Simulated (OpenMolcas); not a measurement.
Os6+ (d2) among equal point charges was computed by CASSCF with the d shell active (OpenMolcas, ANO-RCC-VDZP on the metal). Its lowest spin-free states, and all those of the highest spin:

```json
{"2S+1": "3", "Degeneracy": "1", "E (cm-1)": "0.0"}
{"2S+1": "3", "Degeneracy": "2", "E (cm-1)": "1039"}
{"2S+1": "3", "Degeneracy": "1", "E (cm-1)": "2416"}
{"2S+1": "3", "Degeneracy": "2", "E (cm-1)": "4003"}
{"2S+1": "3", "Degeneracy": "1", "E (cm-1)": "5295"}
{"2S+1": "1", "Degeneracy": "1", "E (cm-1)": "12451"}
{"2S+1": "1", "Degeneracy": "1", "E (cm-1)": "13179"}
{"2S+1": "1", "Degeneracy": "2", "E (cm-1)": "14788"}
{"2S+1": "3", "Degeneracy": "2", "E (cm-1)": "15297"}
{"2S+1": "1", "Degeneracy": "1", "E (cm-1)": "15952"}
{"2S+1": "1", "Degeneracy": "1", "E (cm-1)": "18151"}
{"2S+1": "1", "Degeneracy": "2", "E (cm-1)": "18770"}
{"2S+1": "3", "Degeneracy": "1", "E (cm-1)": "21575"}
```

**Question.** Is the site octahedral, tetrahedral or cube-like, axial, or of lower symmetry?

**Answer.** The states with 2S+1 = 3 have orbital degeneracies 1, 2, 1, 2, 1, 2, 1. There are pairs but no triples, so the site is axial: not cubic, but with a proper or improper axis of order three or more. The run had Os6+ among 5 point charges of -1 e arranged as a square pyramid (C4v), 2.15 Å from the ion, with the axial distance 2.451 Å.

Spin-orbit coupling mixes the spin-free states strongly: the lowest level takes only 47 % from its leading state, 2S+1 = 3, which lies 1039 cm-1 above the lowest spin-free state. Without dynamic correlation the repulsion within the d shell is too large (B by tens of per cent), so at a given field states of lower spin stand too high. This is an electrostatic model: the charges have no orbitals. An unlabelled pair can be two single states that coincide in this model. No measured value stands beside these numbers.
